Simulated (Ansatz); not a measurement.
Ansatz (a program for electronic structure) input (MP2/6-31G*):

Ansatz 0.2 input:
```yaml
crystal:
  periodic: [false, false, false]
  atoms:
    - {symbol: C, position_ang: [-1.59705400, -0.96444600, 0.27041500]}
    - {symbol: B, position_ang: [-0.32567700, -0.02642900, 0.02668100]}
    - {symbol: S, position_ang: [-0.32686600, 1.68616500, -0.25957100]}
    - {symbol: S, position_ang: [1.32942000, -0.95249700, 0.06837700]}
    - {symbol: H, position_ang: [-1.65939200, -1.75763400, -0.48525700]}
    - {symbol: H, position_ang: [-2.52267800, -0.38657300, 0.23707100]}
    - {symbol: H, position_ang: [-1.54122700, -1.46860900, 1.24344000]}
    - {symbol: H, position_ang: [0.89313600, -2.20705000, 0.30795200]}
basis:
  gaussian:
    orbitals: 6-31G*
total_charge: -1
magnetization: {spin_polarized: false}
correlation: {method: mp2, electrons: outside_noble_gas}
```

Output:

```
Functional definition: HF
integrals: 0.03 GiB planned
749 factors; integrals over basis functions are off by at most 9.4e-4 eV
mean field: 0.25 GiB planned
mean field evaluation 1: about -23399.2099 eV, gradient 2.6e1 eV
mean field evaluation 2: about -23399.2637 eV, gradient 2.6e1 eV
mean field evaluation 4: about -23401.8095 eV, gradient 3.1e0 eV
mean field evaluation 8: about -23401.8577 eV, gradient 1.8e-1 eV
mean field -23401.85797510 eV, -860.0024182359 hartree, gradient 2.5e-6 eV, S^2 0.000000; 0 other end points of the search recorded, 0 dependent functions left out
12 core orbitals not correlated
reference -23401.85797510 eV, -860.0024182359 hartree; 12, 12 occupied and 52, 52 virtual orbitals, 749 factors
second order -12.40093701 eV of doubles, -0.00000000 eV of singles
Total energy: -23414.25891211 eV, -860.4581442653 hartree
```

The dipole moment of an ion depends on the origin.

The geometry given is a B3LYP-D3(BJ)/def2-TZVP minimum.
